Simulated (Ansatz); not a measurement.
Species: BO, net charge 0, doublet state. SMILES: [B]=O
Structure (B3LYP-D3(BJ)/def2-TZVP (Ansatz, a first-principles code) minimum search):
```
B
O 1 1.2021
```
Charge 0, spin multiplicity 2.

Parts of the frozen-core correlation energy in cc-pVDZ (Ansatz, hartree). Frozen orbitals: 2; correlated occupied orbitals by spin: 5 and 4; virtual: 21 and 22. UHF or UKS for open shells. No spin-orbit coupling. No relativistic terms.

| term | value |
|---|---|
| reference (HF) | -99.52674 |
| MP2 opposite-spin | ? |
| MP2 same-spin | ? |
| CCSD correlation | -0.24470 |
| (T) | ? |
| CCSDT minus CCSD(T) | -0.00095 |
| CCSDT(Q) minus CCSD(T) | -0.00207 |
| T1 diagnostic | 0.031 |
| largest doubles amplitude | 0.066 |
| <S^2> of the reference | 0.805 |

**Question.** What belongs in the gaps?

**Answer.** 
- MP2 opposite-spin, value: -0.17166
- MP2 same-spin, value: -0.06812
- (T), value: -0.00893
